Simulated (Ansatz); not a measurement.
Reaction (homolysis of the N–Si bond): `F[Si](F)(Cl)N[SiH2]Cl` → `[NH][SiH2]Cl`• + `F[Si](F)Cl`•

Gas-phase electronic energies from Ansatz, PBE0-D4/def2-TZVP geometries. CBS: MP2 limit from def2 TZ/QZ plus the TZ coupled-cluster correction, frozen cores. This one scheme is used for every species. DFT in def2-TZVPP. Open shells (•) are unrestricted, without spin–orbit coupling. Each species was taken in one conformer, which may not be the lowest.

`F[Si](F)(Cl)N[SiH2]Cl`:

Cartesian coordinates in Å:
```
F 0.465 -1.606 1.297
Si 0.000 -0.116 1.517
F 1.102 0.581 2.404
Cl -1.714 -0.070 2.584
N -0.162 0.610 0.001
Si 0.273 -0.010 -1.550
Cl -1.248 -1.093 -2.403
H -0.686 1.476 -0.014
H 1.432 -0.908 -1.393
H 0.538 1.136 -2.444
```

`[NH][SiH2]Cl`•:

Cartesian coordinates in Å:
```
N 0.195 -0.101 -1.361
Si 0.007 -0.016 0.366
Cl 1.481 -1.114 1.257
H -0.521 0.435 -1.857
H 0.139 1.389 0.827
H -1.301 -0.593 0.768
```

`F[Si](F)Cl`•:

```xyz
4

F     1.074    0.761    0.795
Si    0.244   -0.390    0.090
F    -1.096   -0.567    0.917
Cl   -0.221    0.195   -1.803
```

```json
{"level": "BHLYP-D4", "ΔE (kcal/mol)": "123.5"}
{"level": "RPA@PBE/def2-TZVPP", "ΔE (kcal/mol)": "120.6"}
{"level": "MP2/def2-TZVPP", "ΔE (kcal/mol)": "132.2"}
{"level": "CCSD/CBS(def2)", "ΔE (kcal/mol)": "127.1"}
```

Question: What does CCSD(T)/CBS give? (Best estimate.)

Answer: Computed: +128.9 kcal/mol. The listed levels differ from it by -5.4, -8.3, 3.3, -1.8 kcal/mol.

Largest T1 diagnostic among the species: 0.013.

Leaving LDA and LC-ωPBE aside and taking each functional with its dispersion term where it has one, the values, not all of them listed here, spread over 11.1 kcal/mol, from revPBE-D4 to ωB97M-V. LDA lies +19.5 kcal/mol from PBE without D4, its usual overbinding. From r2SCAN to r2SCAN0 (25 % exact exchange), in def2-TZVPP and without D4, ΔE moves by +1.4 kcal/mol.
